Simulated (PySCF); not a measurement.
Computed properties of Si(H)2(I)(OH) (H3IOSi), SMILES O[SiH2]I

Si(H)2(I)(OH) (H₃IOSi), SMILES O[SiH2]I. Coordinates come from a B3LYP-D3(BJ)/def2-SVP optimisation. The def2 effective core potentials stand for the cores of I; spin–orbit coupling is left out. The values are those of a single conformer. All values are computed for the isolated molecule unless a solvent is named; none is compared with measurement here.

**Structure.** All 12 harmonic modes at B3LYP-D3(BJ)/def2-SVP (PySCF) are real, so it is a minimum. With heavy atoms numbered as in [SiH2:1]([OH:2])[I:3], the shortest bond between them is Si1–O2 at 1.657 Å and the longest Si1–I3 at 2.479 Å.

**Vibrations.** The strongest infrared lines (harmonic, unscaled, degenerate partners summed) lie at 885 cm⁻¹ (466 km/mol, H 86 %, Si 11 %), 820 cm⁻¹ (153 km/mol, H 60 %, O 32 %), 3866 cm⁻¹ (112 km/mol, H 94 %). The softest mode is at 169 cm⁻¹ and the zero-point energy is 20.1 kcal/mol.

**Electronic structure.** r2SCAN/def2-TZVPD (PySCF) places the frontier levels at -6.84 and -1.06 eV, a gap of 5.78 eV, and gives a dipole moment of 1.34 D and a mean polarisability of 68.1 bohr³.

**Excitations.** TDA-M06-2X/def2-SVPD (PySCF) has S1 at 5.76 eV (215 nm, f = 0.011, weak); the most intense of the 10 singlets computed lies at 7.77 eV (f = 0.17). T1 (TDA) is at 5.39 eV, 0.37 eV under S1. No vertical singlet excitation falls in the visible range (under 3.1 eV).
